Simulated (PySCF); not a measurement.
Excitations are Tamm–Dancoff values on a coarser integration grid. The basis has no diffuse functions, so Rydberg states are missing or too high.

H3ClSi3, SMILES `[SiH]1(Cl)[SiH]=[SiH]1` (charge 0, multiplicity 1)

These are M06-2X/def2-TZVP // PBE0-D3(BJ)/def2-TZVP (PySCF) values and carry that method's errors.

```
Property                                                       Result
--------------------------------------  -----------------------------
HOMO                                                         -7.36 eV
dipole moment                                                  2.14 D
HOMO–LUMO gap                                                 6.06 eV
LUMO                                                         -1.30 eV
S1 excitation (TDA)                                           3.77 eV
S1 oscillator strength                                          0.039
T1 excitation (TDA)                                           2.36 eV
S1–T1 gap (TDA)                                               1.41 eV
vertical ionisation energy (Delta-SCF)                        8.30 eV
total energy                                            -1330.4095 Ha
cost                                    around 8 core-minutes (rough)
```

Bond lengths (Å): Cl1–Si2 2.071, Si2–Si3 2.268, Si2–Si4 2.268, Si2–H5 1.483, Si3–Si4 2.119, Si3–H6 1.489, Si4–H7 1.489. Angles (°): Cl1–Si2–Si3 122.4, Cl1–Si2–Si4 122.4, Cl1–Si2–H5 103.2, Si3–Si2–Si4 55.7, Si3–Si2–H5 124.2, Si4–Si2–H5 124.2, Si2–Si3–Si4 62.1, Si2–Si3–H6 148.7, Si4–Si3–H6 148.9, Si2–Si4–Si3 62.1, Si2–Si4–H7 148.8, Si3–Si4–H7 148.9.
Charge 0, spin multiplicity 1.
